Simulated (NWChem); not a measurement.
System: HTeSeF; SMILES [Te]([SeH])F

```xyz
4

Te    -0.3138     0.8323    -0.0070
F      1.5194     1.5016    -0.0110
Se     0.0728    -1.6171    -0.0285
H      0.1683    -1.8138     1.4330
```
Atoms are numbered in this order, from 1.

Results from NWChem. Geometry: optimised at PBE0/def2-SVP. Not confirmed as a minimum by frequencies. def2 effective core potentials on Te; no spin-orbit coupling. Ions are spin-unrestricted doublets at the neutral geometry; other ion states weren't tried.

For level PBE/def2-SVP:

```
Item                                   Value
-------------------------------------  -----
vertical ionisation energy, ΔSCF (eV)   8.52
−ε(HOMO) (eV)                           5.32
```

Task: What are these values for level PBE0/def2-SVP?

Result: The vertical ionisation energy, ΔSCF (eV) comes out as 8.80 and the −ε(HOMO) (eV) is 6.58.
